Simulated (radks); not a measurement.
The numbers below are computed, except where a source is named.
All-electron atom: Lu in [Xe] 4f14 5d1 6s2. Level of theory: Dirac Kohn-Sham, PBEsol, spin-unpolarised, spherical densities, finite nucleus; open shells fill j = l - 1/2 first; Fermi nuclear charge, rms radius 5.37 fm (a radial shooting solver on a logarithmic mesh with Libxc functionals).

Normalised radial functions P(r) = r R(r) (large component), r in bohr:

| r | 5s1/2 | 5p3/2 | 5d3/2 |
|---|---|---|---|
| 0.001785 | 0.0853 | 0.0025 | 0.0000 |
| 0.002839 | 0.1161 | 0.0059 | 0.0001 |
| 0.004516 | 0.1491 | 0.0136 | 0.0002 |
| 0.007182 | 0.1726 | 0.0302 | 0.0007 |
| 0.01142 | 0.1614 | 0.0632 | 0.0023 |
| 0.01817 | 0.0795 | 0.1202 | 0.0072 |
| 0.02889 | -0.0895 | 0.1931 | 0.0209 |
| 0.04595 | -0.2581 | 0.2239 | 0.0539 |
| 0.07308 | -0.1838 | 0.0934 | 0.1118 |
| 0.1153 | 0.2189 | -0.2053 | 0.1571 |
| 0.1834 | 0.3440 | -0.2858 | 0.0827 |
| 0.2916 | -0.3347 | 0.2184 | -0.1434 |
| 0.4638 | -0.4289 | 0.4352 | -0.2255 |
| 0.7377 | 0.6780 | -0.3565 | 0.0778 |
| 1.173 | 1.0486 | -0.9567 | 0.4714 |
| 1.866 | 0.4413 | -0.6429 | 0.6058 |
| 2.968 | 0.0588 | -0.1730 | 0.4909 |
| 4.72 | 0.0018 | -0.0159 | 0.2833 |
| 7.507 | 0.0000 | -0.0003 | 0.0990 |
| 11.94 | 0.0000 | 0.0000 | 0.0173 |

5s1/2: eigenvalue -60.772 eV, 4 radial nodes at r = 0.0232, 0.0923, 0.240, 0.567 bohr, <r> = 1.17 bohr, 90 % of the charge inside 1.69 bohr. 5p3/2: eigenvalue -29.583 eV, 3 radial nodes at r = 0.0855, 0.248, 0.622 bohr, <r> = 1.43 bohr, 90 % of the charge inside 2.12 bohr. 5d3/2: eigenvalue -1.888 eV, 2 radial nodes at r = 0.222, 0.676 bohr, <r> = 2.83 bohr, 90 % of the charge inside 4.81 bohr.
